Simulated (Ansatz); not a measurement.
AuCl, charge -1, doublet, at the geometry of the source list (the multiplicity is a formal guess) (core potentials on Au) (a gas-phase anion, which may not be bound at this level). Base run: PBE/def2-SVP run with Ansatz (a first-principles code).

Geometry (Å):
```xyz
2

Au    -0.6849    -0.6048    -0.6432
Cl     0.6849     0.6048     0.6432
```
Charge -1, spin multiplicity 2.
Orbitals are unrestricted.
All else is at Ansatz's defaults.

The base run was repeated with changes; each row names its change, and settings that it needs were set with it.

| change | basis functions | E (Eh) |
|---|---|---|
| base | 50 | -595.70680 |
| basis = x2c-TZVPall; relativity = none | 118 | -17613.52755 |
| basis = x2c-TZVPall; relativity = spin-free X2C; nucleus = Gaussian | 118 | -19476.12920 |
| basis = jorge-DZP-DKH; relativity = spin-free X2C | 87 | -19445.60673 |
| basis = jorge-DZP-DKH; relativity = none | 87 | -17840.44633 |
| basis = ANO-RCC-VDZP; relativity = none | 77 | -15812.50591 |
| basis = ANO-RCC-VDZP; relativity = spin-free X2C; nucleus = Gaussian | 77 | -19475.54674 |
| basis = ANO-RCC-VDZP; relativity = spin-free X2C | 77 | -19479.32634 |
| basis = x2c-TZVPall; relativity = spin-free X2C | 118 | -19479.31689 |
| basis = jorge-DZP-DKH; relativity = spin-free X2C; nucleus = Gaussian | 87 | -19442.82048 |

Absolute energies of different levels of theory aren't comparable as measures of quality.

Ansatz warned in this series: the basis is contracted for relativity, which the run leaves out.

A gas-phase anion may not be bound at this level; its values then depend on the basis.

Basis sets contracted for a relativistic Hamiltonian are a mismatch without it, so the rows without relativity aren't non-relativistic limits. No row has spin-orbit coupling; sets with core potentials leave out the core electrons.
